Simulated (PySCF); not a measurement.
Isomers of C2H6OSSi, mass 105.991 u with the commonest isotopes. Level of theory: PySCF, PBE0-D3(BJ)/def2-SVP geometry optimisation, gas phase. One conformer each, none proved a minimum here; rigid rotors.

Task: Order these by rotational constant A, largest first.
A. `[CH3:1][C:2](=[S:3])[O:4][SiH3:5]` with C1–C2–O4–Si5 -179°
B. `[CH3:1][C:2](=[S:3])[SiH2:4][OH:5]` with C1–C2–Si4–O5 177°, C2–Si4–O5–H 3°
C. `[SiH3:1][O:2][C@H:3]1[CH2:4][S:5]1` with Si1–O2–C3–C4 -142°
D. `[CH3:1][C:2](=[O:3])[SiH2:4][SH:5]` with C1–C2–Si4–S5 -173°, C2–Si4–S5–H -6°

Result: C (7451 MHz), D (6240 MHz), A (4812 MHz), B (4231 MHz).

Task: Order these by out-of-plane moment Σ m c² = (Ia + Ib − Ic)/2, largest first.
A. `[CH3:1][C:2](=[S:3])[SiH2:4][OH:5]` with C1–C2–Si4–O5 177°, C2–Si4–O5–H 3°
B. `[CH3:1][C:2](=[O:3])[SiH2:4][SH:5]` with C1–C2–Si4–S5 -173°, C2–Si4–S5–H -6°
C. `[SiH3:1][O:2][C@H:3]1[CH2:4][S:5]1` with Si1–O2–C3–C4 -142°

Result: C (11.07 u·Å²), B (4.92 u·Å²), A (4.57 u·Å²).

Task: Order these by radius of gyration √(Σ m r²/M), smallest first.
A. `[CH3:1][C:2](=[S:3])[SiH2:4][OH:5]` with C1–C2–Si4–O5 177°, C2–Si4–O5–H 3°
B. `[SiH3:1][O:2][C@H:3]1[CH2:4][S:5]1` with Si1–O2–C3–C4 -142°
C. `[CH3:1][C:2](=[O:3])[SiH2:4][SH:5]` with C1–C2–Si4–S5 -173°, C2–Si4–S5–H -6°

Result: A (1.734 Å), B (1.761 Å), C (1.823 Å).

| SMILES | point group | Ia (u·Å²) | Ib (u·Å²) | Ic (u·Å²) | κ | μa (D) | μb (D) | μc (D) |
| --- | --- | --- | --- | --- | --- | --- | --- | --- |
| CC(=O)[SiH2]S | near Cs | 80.98 | 276.01 | 347.16 | -0.84 | 2.45 | 1.81 | 0.09 |
| CC(=S)[SiH2]O | near Cs | 119.44 | 203.67 | 313.96 | -0.33 | 1.47 | 1.95 | 0.03 |
| [SiH3]O[C@H]1CS1 | C1 | 67.83 | 272.04 | 317.74 | -0.91 | 0.39 | 0.97 | 0.60 |
| CC(=S)O[SiH3] | near Cs | 105.02 | 212.97 | 308.63 | -0.54 | 0.24 | 1.65 | 0.04 |
